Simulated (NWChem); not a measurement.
Program: NWChem. System: Br2Sn, charge 0, spin multiplicity 1, at a geometry optimised with PBE0/def2-SVP with def2 effective core potentials on Sn. The structure started from a generated list of species. Level: MP2/def2-SVPD with def2 effective core potentials on Sn, 22 core orbitals frozen.

Output (cleaned and shortened):

```
             Northwest Computational Chemistry Package (NWChem) 7.3.0
             --------------------------------------------------------

                                NWChem Input Module
                                -------------------

 Scaling coordinates for geometry "geometry" by  1.889725989
 (inverse scale =  0.529177249)

 Turning off AUTOSYM since
 SYMMETRY directive was detected!

                             Geometry "geometry" -> ""
                             -------------------------

 Output coordinates in angstroms (scale by  1.889725989 to convert to a.u.)

  No.       Tag          Charge          X              Y              Z
 ---- ---------------- ---------- -------------- -------------- --------------
    1 Sn                  50.0000     0.00000000     0.00000000     0.95429500
    2 Br                  35.0000    -1.94177400     0.00000000    -0.68164000
    3 Br                  35.0000     1.94177400     0.00000000    -0.68164000

 Effective nuclear repulsion energy (a.u.)     896.3744531145

            Nuclear Dipole moment (a.u.)
            ----------------------------
        X                 Y               Z
 ---------------- ---------------- ----------------
     0.0000000000     0.0000000000    -0.0000944863

      Symmetry information
      --------------------

 Group name             C2v
 Group number             16
 Group order               4
 No. of unique centers     2

      Symmetry unique atoms

     1    2


 Summary of "ao basis" -> "" (spherical)
 ------------------------------------------------------------------------------
       Tag                 Description            Shells   Functions and Types
 ---------------- ------------------------------  ------  ---------------------
 *                         def2-svpd                  on all atoms

 Summary of "ao basis" -> "ao basis" (spherical)
 ------------------------------------------------------------------------------
       Tag                 Description            Shells   Functions and Types
 ---------------- ------------------------------  ------  ---------------------
 Sn                        def2-svpd                12       32   5s4p3d
 Br                        def2-svpd                15       41   6s5p4d

                                 NWChem SCF Module
                                 -----------------

  ao basis        = "ao basis"
  functions       =   114
  atoms           =     3
[...]
 -----------   ------   -------------------------------------------------------
    1 Sn  22    20.83   1.60  0.43  1.31  0.44 -0.07  3.27  2.73  0.77  0.23  9.79  0.35 -0.02
    2 Br  35    35.59   2.00  2.00  2.00  1.34  0.64  0.03  6.00  5.99  2.28  3.12  0.16  8.23  1.73  0.06  0.01
    3 Br  35    35.59   2.00  2.00  2.00  1.34  0.64  0.03  6.00  5.99  2.28  3.12  0.16  8.23  1.73  0.06  0.01

       Multipole analysis of the density wrt the origin
       ------------------------------------------------

     L   x y z        total         open         nuclear
     -   - - -        -----         ----         -------
     0   0 0 0     -0.000000      0.000000     92.000000

     1   1 0 0      0.000000      0.000000      0.000000
     1   0 1 0      0.000000      0.000000      0.000000
     1   0 0 1      1.345058      0.000000    -50.494064

     2   2 0 0    -52.070306      0.000000    942.525426
     2   1 1 0     -0.000000      0.000000      0.000000
     2   1 0 1     -0.000000      0.000000      0.000000
     2   0 2 0    -44.084799      0.000000      0.000000
     2   0 1 1     -0.000000      0.000000      0.000000
     2   0 0 2    -45.554085      0.000000    187.692473

                   NWChem MP2 Semi-direct Energy/Gradient Module
                   ---------------------------------------------

  Basis functions       =    114
  Molecular orbitals    =    114
  Frozen core           =     22
  Frozen virtuals       =      0
  Active alpha occupied =     24
  Active beta occupied  =     24
  Active alpha virtual  =     68
  Active beta virtual   =     68
  Use MO symmetry       = T
  Use skeleton AO sym   = T

  AO/Fock/Back tols     =   1.0D-09  1.0D-09  1.0D-09

 GA uses MA = F    GA memory limited = T

 Available:
  local mem=  1.26D+08
 global mem=  1.44D+08
 local disk=  0.00D+00
  mp2_memr nvloc                    68
  nvloc new                    68
   1 passes of  24:        3145728                      68127                  33803388.
   1 passes of  24: M    126145834           G      144153208           F     123000106.

 Semi-direct pass number   1 of   1  for RHF alpha+beta  at        2.8s
  vrange nnbf                  6088
  mp2_eaftype                   128  avail_ma_in_mb                  1099
 EAF : mp2_eaftype filesize         128   16901694.
  mp2_eaf for mointskh                    128
Node 0 wrote     79.5 Mb in      0.1 s     Agg I/O rate:   584.7 Mb/s
 Done moints_semi at        8.2s
  mp2_eaftype                   128  avail_ma_in_mb                   971
 EAF : mp2_eaftype filesize         128   16901694.
  mp2_eaf for kh                   128
 Done maket at        8.4s
 Done multipass loop at        8.4s

          -------------------------------------------
          SCF energy               -5357.679888641993
          Correlation energy          -0.561799690589
          Singlet pairs               -0.293927996534
          Triplet pairs               -0.267871694054
          Total MP2 energy         -5358.241688332581
          -------------------------------------------

          ---------------------------------------------------
                    Spin Component Scaled (SCS) MP2
          Same spin pairs                     -0.178581129370
          Same spin scaling factor             0.333333333333
          Opposite spin pairs                 -0.383218561219
          Opposite spin scaling fact.          1.200000000000
          SCS-MP2 correlation energy          -0.519389316586
          Total SCS-MP2 energy             -5358.199277958579
          ---------------------------------------------------

 -----------------------
 Performance information
 -----------------------

 Timer overhead =  9.91D-08 seconds/call

               Nr. of calls         CPU time (s)                 Wall time (s)                GFlops
             ---------------    -------------------     ------------------------------   -------------------
Name         Min   Avg   Max    Min     Avg     Max     Min     Avg     Max   Mx/calls   Min     Max     Sum
mp2: moin     1     1     1    5.4     5.4     5.4      5.4     5.4     5.4     5.4      0.0     0.0     0.0
mp2: make     1     1     1   0.23    0.23    0.23     0.23    0.23    0.23    0.23      0.0     0.0     0.0
mp2: tota     1     1     1    5.7     5.7     5.7      5.7     5.7     5.7     5.7      0.0     0.0     0.0

 The average no. of pstat calls per process was 3.00D+00
 with a timing overhead of 2.97D-07s

 Task  times  cpu:        8.4s     wall:        8.4s

 Total times  cpu:        8.4s     wall:        8.4s
```

Problem. Write an NWChem input that would produce this output.

Solution. One answer among several that fit: 
```
start mol
memory heap 200 mb stack 900 mb global 1100 mb
geometry units angstroms nocenter noautoz
  Sn     0.000000     0.000000     0.954295
  Br    -1.941774     0.000000    -0.681640
  Br     1.941774     0.000000    -0.681640
  symmetry group C2v
end
basis spherical
  * library def2-svpd
end
ecp
  Sn library def2-ecp
end
scf
  rhf
  nopen 0
  maxiter 100
  thresh 1e-7
  semidirect memsize 60000000 filesize 0
end
mp2
  freeze core 22
end
task mp2 energy
```
